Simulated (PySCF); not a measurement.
Computed shifts of a molecule C₃H₇ClOSi, PySCF with PBE0/pcSseg-1, GIAO, gas phase, atoms alike by connectivity averaged where their shifts nearly agree, in ppm (number of nuclei): ¹³C: 212.8 (1), 45.7 (1), 12.3 (1). ²⁹Si: -14.1 (1). ¹H: 9.94 (1), 5.90 (1), 5.21 (1), 3.18 (1), 2.72 (1), 1.34 (1), 1.07 (1). References: ¹⁷O against H2O (σ = 334.2 ppm); ¹³C against TMS (σ = 186.3 ppm); ²⁹Si against TMS (σ = 352.7 ppm); ³⁵Cl against HCl (σ = 945.9 ppm); ¹H against TMS (σ = 31.56 ppm), references at their B3LYP-D3(BJ)/def2-TZVP geometries, non-relativistic (without spin–orbit terms, shifts of atoms bonded to Cl or Br come out too high). The structure is a stationary point at PBE0-D3(BJ)/def2-SVP. One conformer was computed; it need not be the lowest.

**Question.** Which molecule gave these data?
A) O=CCC[SiH2]Cl
B) C/C(Cl)=C\[SiH2]O
C) C[Si@H](Cl)CC=O
D) C=C(Cl)[SiH2]OC

**Answer.** A, O=CCC[SiH2]Cl
